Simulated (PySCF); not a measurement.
CH5Ge2N, SMILES [GeH2]1[GeH2][CH]=[N]1. Heavy atoms are numbered as in [CH:1]1=[N:2][GeH2:3][GeH2:4]1. Hydrogens are named by the atom that carries them.

Geometry: B3LYP-D3(BJ)/def2-SVP. The structure was generated by enumeration, and PubChem lists no compound with its InChIKey, so it may never have been made.

The numbers are results of PySCF with PBE/def2-TZVP, not measurements.

ESP charges are fitted to the potential on shells at 1.4 to 2.0 van der Waals radii. Atomic charges (e), one atom of each kind:

```csv
atom,Löwdin,IAO,ESP fit
C1 (CH),-0.41,-0.17,0.27
N2,-0.06,-0.43,-0.49
Ge3 (GeH2),0.29,0.44,0.33
Ge4 (GeH2),0.27,0.24,-0.07
H on C1,0.11,0.14,0.04
H on Ge3,-0.05,-0.06,-0.04
H on Ge4,-0.05,-0.06,0.00
```
